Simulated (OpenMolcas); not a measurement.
Ni6+.

```
Program             : OpenMolcas 26.06
Method              : CASSCF
Basis               : ANO-R2 [6s5p4d2f1g]
Scalar Hamiltonian  : X2C, finite nucleus
Active space        : 4 electrons in 10 orbitals (3d 4d)
State averaging     : 2S+1 = 5 even, 5 roots; 2S+1 = 3 even, 45 roots; 2S+1 = 1 even, 44 roots
Spin-orbit coupling : RASSI with atomic mean-field integrals over the reference wave functions, term energies averaged over their components
```

Levels without dynamic correlation, in cm⁻¹ above 3d⁴ ⁵D₀:

```json
{"Level": "3d⁴ ³P₀(1)", "E": "34949"}
{"Level": "3d⁴ ³H₄", "E": "33320"}
{"Level": "3d⁴ ³F₂(1)", "E": "38516"}
{"Level": "3d⁴ ³G₃", "E": "42226"}
```

On this reference, MS-CASPT2, IPEA 0.25 Eh, imaginary shift 0.1 Eh (closed shells correlated: 3s 3p) puts 3d⁴ ³P₀(1) at 31120 cm⁻¹.

Question: Estimate the other levels at that method by one scale factor, and say how well it serves.

Answer: The factor is 31120 / 34949 = 0.890. Scaled values beside those that MS-CASPT2 gives and measured ones (Corliss and Sugar, J. Phys. Chem. Ref. Data 10, 197 (1981)):
```json
{"Level": "3d⁴ ³H₄", "Scaled": "29655", "MS-CASPT2": "32660", "Miss (%)": "-9.2", "Measured": "31672"}
{"Level": "3d⁴ ³F₂(1)", "Scaled": "34279", "MS-CASPT2": "35370", "Miss (%)": "-3.1", "Measured": "34247"}
{"Level": "3d⁴ ³G₃", "Scaled": "37581", "MS-CASPT2": "39360", "Miss (%)": "-4.5", "Measured": "38160"}
```
For these levels the scaled values miss MS-CASPT2 by up to 9.2 %, as correlation changes each term by its own factor, spin-orbit parts do not scale and CASPT2 has its own spread within terms. This holds within one configuration; levels of others move differently, and the target method has errors of its own against measurement.

CASPT2 does not keep the components of a term degenerate, so their means are used; among the terms shown or strongly mixed into the levels shown the widest spread is 360 cm-1 (3d⁴ ³H, MS-CASPT2). Active for correlation alone: 4d; no level in the range computed is led by a configuration that fills it, so any true level of that kind is missing. Without dynamic correlation excited terms often stand tens of per cent too high (terms of higher spin than the ground term too low), and those without a measured partner can miss by more than the paired ones (holds for CASSCF). Measured partners are found by configuration, term and J. A level has none where our copy of the source lacks it or the pairing is in doubt (some pairs that miss far off the trend of their configuration count as doubtful), and it then counts in no deviation. Only configurations of the active space appear.

A number in round brackets counts repeated terms of one configuration in the order of the reference energies.
